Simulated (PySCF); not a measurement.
Structure from NMR data

Molecular formula: C6H10O2Si. Simulated spectra:

¹H NMR (600 MHz, computed): δ 6.14 (m, 1H), 6.13 (m, 1H), 6.06 (m, 1H), 5.99 (br s, 1H), 3.29 (m, 1H), 2.79 (m, 1H), 2.46 (m, 1H), 1.54 (d, 3H).

¹³C{¹H} NMR (computed): δ 181.4, 136.8, 134.1, 35.0, 26.7, 15.7.

Equivalent nuclei averaged, one conformer, no relativistic terms, isolated molecule. Shielding tensors at PBE0/pcSseg-1 (GIAO); geometry from GFN2-xTB; PySCF 2.14.0 with density-fitted response routines.

Scale: ¹H and ¹³C against TMS (reference shieldings calculated alike).

Question: Which of these isomers gave the spectra?
A. C=C[C@@]1(C(=O)O)[SiH2][C@H]1C
B. CCO[SiH2]CC#CC=O
C. CCC1=CO[SiH2]C=CO1
D. CC#C[Si](O)(O)C1CC1

Answer: A. 

- Rings plus π bonds: 3 (1 ring in the answer).
- 6 carbon signals for 6 carbons: no two carbons are equivalent.
- Carbon types of the structure: 2 × C, 2 × CH, 1 × CH2, 1 × CH3, leaving 3 H on heteroatoms.
- δC 181.4: carboxylic acid carbon; it is a carbonyl in resonance with an O or N lone pair, the region of acids, esters and amides.
- δC 136.8: alkene CH; as expected for a trigonal carbon in a double bond.
- δC 134.1: terminal =CH2 carbon; as expected for a trigonal carbon in a double bond.
- δC 15.7: methyl carbon; aliphatic region, no heteroatom directly attached.
- δH 6.14, 6.06: hydrogen on a terminal =CH2 carbon; a vinylic proton, deshielded by the sp2 carbon and the C=C anisotropy.

The others: CC#C[Si](O)(O)C1CC1 would give 5 carbon signals, not 6; CCC1=CO[SiH2]C=CO1 would give 6 signals for carbon-bound and other non-exchanging H, not 7; CCO[SiH2]CC#CC=O would give 5 signals for carbon-bound and other non-exchanging H, not 7.

OH/NH shifts are gas-phase values; hydrogen bonding in solution moves them, usually downfield. Shifts are as computed. Against solution values, carbons near 30 ppm lie about +3 ppm off and those near 130 ppm about +5 ppm. Of 1211 compounds with measured shifts, 218 miss one by over three times the rms of a fit or turn the order of signals round; such compounds aren't used in these exercises. Hydrogen bonding in solution deshields acid and N–H amide carbonyl carbons by as much as 10 ppm beyond these values. Multiplicities follow the n + 1 count of equivalent neighbours, as no J values were calculated; m marks all less simple cases, F and P coupling included.
